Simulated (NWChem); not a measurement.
Species: C₅H₁₂O₃Si; SMILES C=C[Si](OC)(OC)OC

```xyz
21

C     -0.7096     2.3992    -1.4801
C     -1.1224     1.2043    -1.0370
Si    -0.0294     0.0047    -0.1317
O     -0.7390    -0.4698     1.2915
C     -1.1786     0.4299     2.2989
O      1.4187     0.7635     0.0722
C      2.6191     0.1098     0.4660
O      0.2593    -1.3982    -0.9516
C     -0.6273    -2.5035    -1.0393
H      0.3116     2.7396    -1.3256
H     -1.3679     3.0837    -2.0143
H     -2.1610     0.9213    -1.2239
H     -1.8286    -0.1191     2.9874
H     -0.3290     0.8327     2.8652
H     -1.7452     1.2708     1.8771
H      2.8317    -0.7501    -0.1789
H      2.5599    -0.2345     1.5067
H      3.4382     0.8306     0.3826
H     -1.0221    -2.7804    -0.0550
H     -0.0716    -3.3517    -1.4513
H     -1.4684    -2.2834    -1.7109
```
Atoms are numbered in this order, from 1.

All runs: NWChem. Pople sets run with spherical d functions. The geometry was optimised at B3LYP/6-31G* (spherical d). Not confirmed as a minimum by frequencies. Absolute isotropic GIAO shieldings of the C sites, static isolated molecule.

```csv
row,"σ, Hartree-Fock/6-31G* (ppm)","σ, KT2/pcSseg-1 (ppm)"
C1,59.5,45.5
C2,76.8,withheld
C9,153.0,129.5
C7,153.5,130.5
C5,153.8,130.1
```

**Question.** Fit a straight line of the last column on the one before it, predict the withheld value, and compare with the run.

**Answer.** 
1. Means of the 4 shown rows: x = 129.95, y = 108.90. Slope Σ(x − x̄)(y − ȳ)/Σ(x − x̄)² = 5956/6618 = 0.8999; intercept -8.04.
2. The shown rows scatter about the line by 0.25 (root mean square); the largest residual is +0.4, at C7.
3. At x = 76.8 (C2; inside the shown range) the line gives 61.1.
4. The run gives 59.2, -1.9 from the line, 7.5 times the scatter.
